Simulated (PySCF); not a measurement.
Calculation: B3LYP-D3(BJ)/def2-TZVP run with PySCF 2.14.0. All species are isolated molecules in the gas phase. One relaxed conformer stands for a flexible species; it need not be the lowest. B3LYP has the VWN-RPA correlation part, as in Gaussian. Delta-SCF ions had no search for a lower state. 

Reference species (SMILES): `OB([SiH3])[SiH3]` (H–O–B–Si torsion 0°) (neutral, multiplicity 1).

```json
{
 "S1 oscillator strength": "0.000",
 "HOMO": "-7.11 eV",
 "vertical ionisation energy (Delta-SCF)": "9.22 eV"
}
```

After one change: the S1 oscillator strength hardly moves; the HOMO falls by 1.78 eV; the vertical ionisation energy (Delta-SCF) rises by 2.56 eV.

Problem. Name the change that produced these shifts. The new species is one of these.
(A) `[SiH3]B([SiH3])[SiH3]`
(B) `OB(O)[SiH3]` (H–O–B–Si torsion 1°, Si–B–O–H torsion -1°)
(C) `OB(O)O`

Solution. C, `OB(O)O`
